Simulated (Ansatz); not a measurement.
CH₄O₄, SMILES OC(O)(O)O.

Geometry: B3LYP-D3(BJ)/def2-SVP. Other conformers were not sampled.

Two levels are set side by side: PBE/def2-SVPD (Ansatz, a first-principles code) and CAM-B3LYP/def2-SVPD (Ansatz). Energy differences of separate SCF runs at the same geometry; the states with an electron removed or added have multiplicity 2 and 2. Differences are taken from unrounded values.

```tsv
quantity	CAM-B3LYP	PBE	PBE minus CAM-B3LYP
vertical ionisation energy (eV)	11.68	10.65	-1.03
vertical singlet–triplet gap (eV)	8.16	6.87	-1.28
```
